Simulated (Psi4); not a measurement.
A dimer, H2 ··· C3H6 (SMILES [H][H] and C1CC1), singlet; the first 2 atoms form monomer A.

```
11

H      0.3719     0.0000     0.0000
H     -0.3719     0.0000     0.0000
C      4.1638     0.2364    -0.0003
C      2.9078    -0.5753     0.1547
C      2.8206     0.8901    -0.1695
H      4.7332     0.4672     0.8898
H      4.7667     0.0767    -0.8839
H      2.6610    -1.2841    -0.6241
H      2.6275    -0.8936     1.1497
H      2.5147     1.1728    -1.1677
H      2.4813     1.5633     0.6060
```

What interaction energy does SAPT0/jun-cc-pVDZ, frozen core run with Psi4 1.11 give, and which attractive term is the largest?

Total 0.95 kJ/mol: electrostatics -5.74, exchange 13.67, induction -1.94, dispersion -5.04. The most attractive term is electrostatics.
